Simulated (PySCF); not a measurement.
How methods differ on the ionisation energy of Ce⁵⁰⁺

Ce⁵⁰⁺ [He] 2s2 2p4 [2p1/2^2 2p3/2^2, M_J = 2] → Ce⁵¹⁺ [He] 2s2 2p3 [2p1/2^2 2p3/2^1, M_J = 3/2], as a difference of total energies. All numbers are calculated (PySCF 2.14, the two-component X2C-1e Hamiltonian, in an even-tempered Gaussian basis (17 s from 30 bohr⁻², ratio 2.4; 13 p from 38 bohr⁻², ratio 2.4; 5 d from 130 bohr⁻², ratio 2.6; 4 f from 200 bohr⁻², ratio 2.6)). Correlated levels: nothing frozen; the 32 highest virtual spinors dropped. "Screened" scales the spin-orbit matrix elements by Boettger's factors to mimic the two-electron term; Breit and QED terms are absent.

```
                    method  ionisation energy (eV)
           GHF (spin-free)                  9661.4
          GMP2 (spin-free)                  9663.1
 GHF (screened spin-orbit)                  9552.5
GMP2 (screened spin-orbit)                  9552.4
```

For this ion Breit and QED terms and the two-electron picture change, all absent here, outweigh the correlation shift from GHF to GMP2.

The spin-free rows relax to the high-spin LS determinant and lack the spin-orbit shift.

The labels give the starting determinants; with spin-orbit coupling the two ends relaxed to ⟨J²⟩ = 6.00, ⟨L²⟩ = 3.22, ⟨S²⟩ = 1.40 and ⟨J²⟩ = 3.75, ⟨L²⟩ = 2.50, ⟨S²⟩ = 1.50.

For comparison: 9545 ± 4 eV (theoretical estimate listed by NIST; NIST Atomic Spectra Database, ionization energies).
